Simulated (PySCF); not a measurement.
# Which determinant of BeP lies lowest?

Unrestricted PBE0; Be STO-3G, P STO-3G; no relativity (PySCF 2.14). Outer shells of the fragments: Be 2s2; P 3s2 3p3.

Followed along the bond (rough minima from three points):

| 2Ms+1 | unpaired | ⟨S²⟩ at the start | R at minimum (Å) | Te (eV) |
| --- | --- | --- | --- | --- |
| 4 | σ ↑, π ↑↑ | 3.75 | 1.98 | 0.00 |
| 2 | σ ↓, π ↑↑ | 1.75 | 1.99 | 0.31 |
| 2 | π ↑ | 1.00 | 1.80 | 0.41 |
| 2 | σ ↑, π ↑↓ | 1.75 | 1.97 | 0.58 |

Solutions found at the starting distance of 2.025 Å, counted from the lowest of them; the search is not exhaustive and high or unbound solutions are not listed, so other states can lie among these:

```csv
2Ms+1,unpaired,term,E (eV),⟨S²⟩,⟨Lz²⟩,μ (D)
4,"σ ↑, π ↑↑",⁴Σ⁻,0.00,3.75,0.00,1.20
2,"σ ↓, π ↑↑",mixed,0.30,1.75,0.00,0.98
2,"σ ↑, π ↑↓",mixed,0.58,1.75,2.00,1.24
2,π ↑,²Π,0.90,1.00,1.00,-0.73
2,σ ↑,mixed,1.70,0.76,2.00,1.64
4,"σ ↑↑, π ↑",⁴Π,2.30,3.76,1.03,2.18
```

A term symbol is given only where ⟨S²⟩ and ⟨Lz²⟩ are close to those of a pure state; real π, δ and φ orbitals otherwise mix terms. A positive dipole means Be(−)P(+).

STO-3G is very small, so such numbers show the basis as much as the molecule.
